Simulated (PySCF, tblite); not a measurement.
Isomers of [C3H11NO2Si]+ (charge +1 and doublet state), one GFN2-xTB conformer each. Single-point energies are computed at B3LYP/pcH-1 (PySCF, gas phase, no added dispersion term), electronic only. GFN2-xTB treats the open shell by occupation alone, and not every SCF solution was tested for stability.

| SMILES | GFN2-xTB relative energy (kcal/mol) |
| --- | --- |
| CCO[Si@H](O)[NH+]C | 0.0 |
| CC(C)O[Si@H]([NH2+])O | 1.2 |

Conformers: `[CH3:1][CH2:2][O:3][Si@H:4]([OH:5])[NH+:6][CH3:7]` (charge +1 and doublet state) with C1–C2–O3–Si4 153°, C2–O3–Si4–O5 -11°, O3–Si4–O5–H 173°, O3–Si4–N6–C7 -84°; `[CH3:1][CH:2]([CH3:3])[O:4][Si@H:5]([NH2+:6])[OH:7]` (charge +1 and doublet state) with C1–C2–O4–Si5 85°, C2–O4–Si5–N6 146°, O4–Si5–N6–H 173° and 25°, O4–Si5–O7–H 161°.

Question: What does B3LYP/pcH-1 give for the same structures?

Answer: 
```csv
SMILES,B3LYP/pcH-1 E (Eh),B3LYP/pcH-1 (kcal/mol),GFN2-xTB (kcal/mol),point group
CCO[Si@H](O)[NH+]C,-615.47335,0.0,0.0,C1
CC(C)O[Si@H]([NH2+])O,-615.45625,10.7,1.2,C1
```

Both levels put the same isomer lowest. 

Question: What happens when harmonic zero-point energies from GFN2-xTB frequencies are added?

Answer: 
| SMILES | ZPE (kcal/mol) | electronic (kcal/mol) | with ZPE (kcal/mol) |
| --- | --- | --- | --- |
| CCO[Si@H](O)[NH+]C | 88.7 | 0.0 | 0.0 |
| CC(C)O[Si@H]([NH2+])O | 88.3 | 10.7 | 10.3 |

The zero-point energies span 0.4 kcal/mol. The order is unchanged.
